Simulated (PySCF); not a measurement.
Molecule: `InChI=1S/C6H12O2/c1-3-4-5-8-6(2)7/h3-5H2,1-2H3`.

Geometry:
| atom | x (Å) | y (Å) | z (Å) |
| --- | --- | --- | --- |
| C1 | -2.865 | -0.264 | 0.375 |
| C2 | -2.136 | 0.940 | -0.208 |
| C3 | -0.625 | 0.928 | 0.002 |
| C4 | 0.072 | -0.220 | -0.703 |
| O5 | 1.491 | -0.096 | -0.624 |
| C6 | 2.084 | -0.606 | 0.463 |
| C7 | 3.576 | -0.444 | 0.403 |
| O8 | 1.489 | -1.148 | 1.358 |
| H9 | -3.955 | -0.156 | 0.272 |
| H10 | -2.640 | -0.383 | 1.446 |
| H11 | -2.583 | -1.203 | -0.126 |
| H12 | -2.541 | 1.861 | 0.242 |
| H13 | -2.354 | 1.018 | -1.289 |
| H14 | -0.190 | 1.871 | -0.368 |
| H15 | -0.396 | 0.868 | 1.079 |
| H16 | -0.158 | -0.214 | -1.779 |
| H17 | -0.225 | -1.188 | -0.276 |
| H18 | 3.877 | 0.281 | -0.362 |
| H19 | 4.024 | -1.422 | 0.167 |
| H20 | 3.945 | -0.144 | 1.392 |

Geometry PBE0-D3(BJ)/def2-SVP throughout; GIAO in PySCF, gas phase, one conformer, non-relativistic; equivalent atoms averaged; functional PBE0.

For orientation, pcSseg-0 gives these absolute shieldings σ: C6 8.8, C3 162.9, C1 178.3, O8 -136.0, O5 122.1, H18/H19/H20 30.52, H14/H15 31.30, H12/H13 31.58, H9/H10/H11 31.81 ppm.

A run gave: C6 32.2, C3 165.1, C1 182.0, O8 -59.0, O5 137.3, H18/H19/H20 29.56, H14/H15 29.80, H12/H13 29.98, H9/H10/H11 30.42 ppm (absolute shieldings σ).

Which basis set was used in that run?
A. STO-3G
B. def2-SVP
C. cc-pVDZ
D. def2-TZVP

## Answers

C. C6 tells them apart best: cc-pVDZ gives 32.2, STO-3G gives 121.1, def2-TZVP gives 12.8, def2-SVP gives 29.8 ppm.
